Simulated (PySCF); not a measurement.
## Electron correlation in O (oxygen, neutral)

[He] 2s2 2p4, high-spin 3P determinant. Computed with PySCF 2.14 in aug-cc-pwCVTZ, with no relativity, point nucleus. Frozen: 1s2; 6 electrons correlated.

| level | correlation energy (mhartree) |
| --- | --- |
| CCSD | -166.95 |
| (T) | -3.65 |
| CCSD(T) | -170.60 |

Diagnostics: T1 = 0.0076, D1 = 0.0124, largest double amplitude 0.038.

Q: Is a single reference adequate?

A: Yes: T1 lies below 0.03 and no double amplitude reaches 0.07.
